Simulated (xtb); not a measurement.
A run for xtb: GFN2-xTB on BH3O2 (SMILES OBO), a point of a torsion scan.

```
$ xtb mol.xyz --gfn 2 --opt vtight --chrg 0 --uhf 0 --input xcontrol
6

O     -1.32091409    -0.30210280    -0.41571933
B     -0.00444790     0.35523824    -0.39277909
O      0.80102378     0.12218411    -1.59807323
H     -1.57235990    -0.51896563     0.52701231
H      0.51779583     0.40201978     0.67773424
H      1.69932269    -0.21020303    -1.35811989
$constrain
  force constant=1.0
  dihedral: 4,1,2,3,150.0
$end
```

Program output:

```
[...]
           -------------------------------------------------
          |                Calculation Setup                |
           -------------------------------------------------



           -------------------------------------------------
          |                 G F N 2 - x T B                 |
           -------------------------------------------------

        Reference                      10.1021/acs.jctc.8b01176
      * Hamiltonian:
        H0-scaling (s, p, d)           1.850000    2.230000    2.230000
        zeta-weighting                 0.500000
      * Dispersion:
        s8                             2.700000
        a1                             0.520000
        a2                             5.000000
        s9                             5.000000
      * Repulsion:
        kExp                           1.500000    1.000000
        rExp                           1.000000
      * Coulomb:
        alpha                          2.000000
        third order                    shell-resolved
        anisotropic                    true
        a3                             3.000000
        a5                             4.000000
        cn-shift                       1.200000
        cn-exp                         4.000000
        max-rad                        5.000000


          ...................................................
          :                      SETUP                      :
          :.................................................:
          :  # basis functions                  15          :
          :  # atomic orbitals                  15          :
          :  # shells                            9          :
          :  # electrons                        18          :
          :  max. iterations                   250          :
          :  Hamiltonian                  GFN2-xTB          :
          :  restarted?                      false          :
          :  GBSA solvation                  false          :
          :  PC potential                    false          :
          :  electronic temp.          300.0000000     K    :
          :  accuracy                    1.0000000          :
          :  -> integral cutoff          0.2500000E+02      :
          :  -> integral neglect         0.1000000E-07      :
          :  -> SCF convergence          0.1000000E-05 Eh   :
          :  -> wf. convergence          0.1000000E-03 e    :
          :  Broyden damping             0.4000000          :
          :  net charge                          0          :
          :  unpaired electrons                  0          :
          ...................................................

 iter      E             dE          RMSdq      gap      omega  full diag
   1    -10.8256584 -0.108257E+02  0.971E+00    6.84       0.0  T
   2    -10.9521875 -0.126529E+00  0.592E+00    4.42       1.0  T
   3    -10.9567854 -0.459786E-02  0.321E+00    5.79       1.0  T
   4    -10.9751130 -0.183276E-01  0.918E-01    5.08       1.0  T
   5    -10.9706132  0.449984E-02  0.109E+00    5.72       1.0  T
   6    -10.9793456 -0.873243E-02  0.790E-02    5.34       1.0  T
   7    -10.9793478 -0.223375E-05  0.296E-02    5.34       1.4  T
   8    -10.9793483 -0.443450E-06  0.972E-03    5.33       4.2  T
   9    -10.9793485 -0.215931E-06  0.179E-03    5.33      22.8  T
  10    -10.9793485  0.209727E-08  0.102E-03    5.33      40.2  T
  11    -10.9793485 -0.249478E-08  0.190E-04    5.33     214.3  T
  12    -10.9793485 -0.192157E-09  0.107E-04    5.33     380.2  T

   *** convergence criteria satisfied after 12 iterations ***

         #    Occupation            Energy/Eh            Energy/eV
      -------------------------------------------------------------
         1        2.0000           -0.6782102             -18.4550
       ...           ...                  ...                  ...
         3        2.0000           -0.5866518             -15.9636
         4        2.0000           -0.5433871             -14.7863
         5        2.0000           -0.5397592             -14.6876
         6        2.0000           -0.5010208             -13.6335
         7        2.0000           -0.4876618             -13.2700
         8        2.0000           -0.4489863             -12.2175
         9        2.0000           -0.4364533             -11.8765 (HOMO)
        10                         -0.2404340              -6.5425 (LUMO)
        11                          0.0258791               0.7042
        12                          0.0903318               2.4581
        13                          0.1969244               5.3586
        14                          0.2286194               6.2211
        15                          0.3417003               9.2981
      -------------------------------------------------------------
                  HL-Gap            0.1960193 Eh            5.3340 eV
             Fermi-level           -0.3384437 Eh           -9.2095 eV

 SCC (total)   
[...]
228             -16.4145
         4        2.0000           -0.5441495             -14.8071
         5        2.0000           -0.5358927             -14.5824
         6        2.0000           -0.5035301             -13.7018
         7        2.0000           -0.4948271             -13.4649
         8        2.0000           -0.4557526             -12.4017
         9        2.0000           -0.4218707             -11.4797 (HOMO)
        10                         -0.1636175              -4.4523 (LUMO)
        11                          0.0792248               2.1558
        12                          0.1764361               4.8011
        13                          0.2982247               8.1151
        14                          0.4277676              11.6401
        15                          0.5730104              15.5924
      -------------------------------------------------------------
                  HL-Gap            0.2582532 Eh            7.0274 eV
             Fermi-level           -0.2927441 Eh           -7.9660 eV

 SCC (total)                   0 d,  0 h,  0 min,  0.001 sec
 SCC setup                      ...        0 min,  0.000 sec (  4.504%)
 Dispersion                     ...        0 min,  0.000 sec (  1.291%)
 classical contributions        ...        0 min,  0.000 sec (  0.513%)
 integral evaluation            ...        0 min,  0.000 sec ( 22.327%)
 iterations                     ...        0 min,  0.000 sec ( 22.304%)
 molecular gradient             ...        0 min,  0.000 sec ( 43.351%)
 printout                       ...        0 min,  0.000 sec (  5.213%)

         :::::::::::::::::::::::::::::::::::::::::::::::::::::
         ::                     SUMMARY                     ::
         :::::::::::::::::::::::::::::::::::::::::::::::::::::
         :: total energy             -10.968754227374 Eh    ::
         :: gradient norm              0.000026454159 Eh/a0 ::
         :: HOMO-LUMO gap              7.027427147733 eV    ::
         ::.................................................::
         :: SCC energy               -11.043575971636 Eh    ::
         :: -> isotropic ES            0.074534180615 Eh    ::
         :: -> anisotropic ES          0.002230978355 Eh    ::
         :: -> anisotropic XC         -0.001637953064 Eh    ::
         :: -> dispersion             -0.001529324164 Eh    ::
         :: repulsion energy           0.074765162569 Eh    ::
         :: add. restraining           0.000056581693 Eh    ::
         :: total charge               0.000000000000 e     ::
         :::::::::::::::::::::::::::::::::::::::::::::::::::::

           -------------------------------------------------
          |                Property Printout                |
           -------------------------------------------------

    * Orbital Energies and Occupations

         #    Occupation            Energy/Eh            Energy/eV
      -------------------------------------------------------------
         1        2.0000           -0.6859746             -18.6663
         2        2.0000           -0.6823294             -18.5671
         3        2.0000           -0.6032228             -16.4145
         4        2.0000           -0.5441495             -14.8071
         5        2.0000           -0.5358927             -14.5824
         6        2.0000           -0.5035301             -13.7018
         7        2.0000           -0.4948271             -13.4649
         8        2.0000           -0.4557526             -12.4017
         9        2.0000           -0.4218707             -11.4797 (HOMO)
        10                         -0.1636175              -4.4523 (LUMO)
        11                          0.0792248               2.1558
        12                          0.1764361               4.8011
        13                          0.2982247               8.1151
        14                          0.4277676              11.6401
        15                          0.5730104              15.5924
      -------------------------------------------------------------
                  HL-Gap            0.2582532 Eh            7.0274 eV
             Fermi-level           -0.2927441 Eh           -7.9660 eV

     #   Z          covCN         q      C6AA      α(0)
     1   8 O        1.594    -0.458    22.054     6.338
     2   5 B        2.507     0.441    16.735     7.129
     3   8 O        1.594    -0.447    21.817     6.304
     4   1 H        0.806     0.307     0.700     1.314
     5   1 H        0.931    -0.148     7.583     4.306
     6   1 H        0.806     0.305     0.706     1.320

 Mol. C6AA /au·bohr⁶  :        315.929797
 Mol. C8AA /au·bohr⁸  :       6844.601147
 Mol. α(0) /au        :         26.709744


Wiberg/Mayer (AO) data.
largest (>0.10) Wiberg bond orders for each atom

 ---------------------------------------------------------------------------
     #   Z sym  total        # sym  WBO       # sym  WBO       # sym  WBO
 ---------------------------------------------------------------------------
     1   8 O    2.161 --     2 B    1.188     4 H    0.885
     2   5 B    3.354 --     3 O    1.216     1 O    1.188     5 H    0.936
Note: The following floating-point exceptions are signalling: IEEE_UNDERFLOW_FLAG IEEE_DENORMAL
normal termination of xtb
     3   8 O    2.190 --     2 B    1.216     6 H    0.890
     4   1 H    0.906 --     1 O    0.885
     5   1 H    0.978 --     2 B    0.936
     6   1 H    0.907 --     3 O    0.890
 ---------------------------------------------------------------------------

Topologies differ in total number of bonds
Writing topology from bond orders to xtbtopo.mol

molecular dipole:
                 x           y           z       tot (Debye)
 q only:        0.332       0.022       0.513
   full:        0.440       0.060       0.683       2.070
molecular quadrupole (traceless):
                xx          xy          yy          xz          yz          zz
 q only:        3.033       1.049      -0.552      -4.083      -1.535      -2.481
  q+dip:        3.374       1.410      -0.552      -4.551      -1.817      -2.821
   full:        3.524       1.285      -0.082      -5.131      -2.368      -3.442

           -------------------------------------------------
          |                Geometry Summary                 |
           -------------------------------------------------

      molecular mass/u    :       45.8336601
   center of mass at/Å    :       -0.1532178      -0.0914508      -0.7358592
  moments of inertia/u·Å² :        0.7218533E+01   0.4976638E+02   0.5666762E+02
rotational constants/cm⁻¹ :        0.2335326E+01   0.3387354E+00   0.2974826E+00

 * 5 selected distances

     #   Z          #   Z                                           value/Å
     1   8 O        2   5 B                                       1.3494638 (max)
     2   5 B        3   8 O                                       1.3448860
     1   8 O        4   1 H                                       0.9536676 (min)
     2   5 B        5   1 H                                       1.1910026
     3   8 O        6   1 H                                       0.9548190

 * 3 distinct bonds (by element types)

   Z      Z             #   av. dist./Å        max./Å        min./Å
   1 H    5 B           1     1.1910026     1.1910026     1.1910026
   1 H    8 O           2     0.9542433     0.9548190     0.9536676
   5 B    8 O           2     1.3471749     1.3494638     1.3448860


optimized geometry written to: xtbopt.xyz


           -------------------------------------------------
          | TOTAL ENERGY              -10.968754227374 Eh   |
          | GRADIENT NORM               0.000026454159 Eh/α |
          | HOMO-LUMO GAP               7.027427147733 eV   |
           -------------------------------------------------

------------------------------------------------------------------------
------------------------------------------------------------------------
 total:
 SCF:
 ANC optimizer:
```

The run finished.

Warnings raised: the energy holds the restraint's term.

Cost: roughly 0.03 core-seconds.
